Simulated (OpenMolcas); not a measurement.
In+: effect of the basis set

* Program: OpenMolcas
* Method: CASSCF
* Active space: 2 electrons in 8 orbitals (5s 5p 6s 6p)
* State averaging: 2S+1 = 3 even, 3 roots; 2S+1 = 1 even, 7 roots; 2S+1 = 3 odd, 3 roots; 2S+1 = 1 odd, 3 roots
* Spin-orbit coupling: RASSI with atomic mean-field integrals over the reference wave functions, term energies averaged over their components

A. ANO-RCC-VTZP [7s6p4d2f1g], DKH2, point nucleus; cost roughly 19 core-seconds
B. ANO-RCC-VQZP [8s7p5d3f2g], DKH2, point nucleus; cost roughly 30 core-seconds
C. ANO-RCC [10s9p8d5f3g], DKH2, point nucleus; cost roughly 60 core-seconds

Energies in cm⁻¹ above 5s² ¹S₀, the measured ground level; measured values from NIST Handbook of Basic Atomic Spectroscopic Data.

```csv
Level,A,B,C,Measured
5s² ¹S₀,0.0,0.0,0.0,0.0
5s 5p ³P°₀,38318,37960,37882,42276
5s 5p ³P°₁,39214,38916,38821,43351
5s 5p ³P°₂,41125,40956,40824,45830
5s 5p ¹P°₁,66819,66730,66573,63038
```

Deviations, from unrounded energies. A percentage is the sum of absolute deviations over the sum of measured energies, with the sign that they share, or ± where signs differ.

```
           Against measurement  Levels     A     B     C
mean absolute deviation (cm-1)       4  4100  4300  4400
      other configurations (%)       4  ±8.5  ±8.9  ±9.0
```

A, B lie about equally close to measurement and C furthest from it. The largest miss of A in the table is 5s 5p ³P°₂, by -4700 cm-1. The ranking rests on the paired levels alone, and a cruder setting can come out closer through cancelling errors.

Among A to C the level of the table that moves most is 5s 5p ³P°₀, by 440 cm-1 (lowest in C, highest in A).

Without dynamic correlation excited terms often stand tens of per cent too high (terms of higher spin than the ground term too low), and those without a measured partner can miss by more than the paired ones. The run also gave levels led by 5s 6s, which use shells meant for correlation; these and all levels above them are left out. Computed and measured levels are paired by configuration, term and J; levels that our copy of the source lacks, or whose pairing is in doubt (as where it misses far off the trend of its configuration), stay unpaired and out of the deviations. Levels of configurations outside the active space are missing. The table leaves out levels that lie high or whose names do not pair safely across all columns.

° marks odd parity.
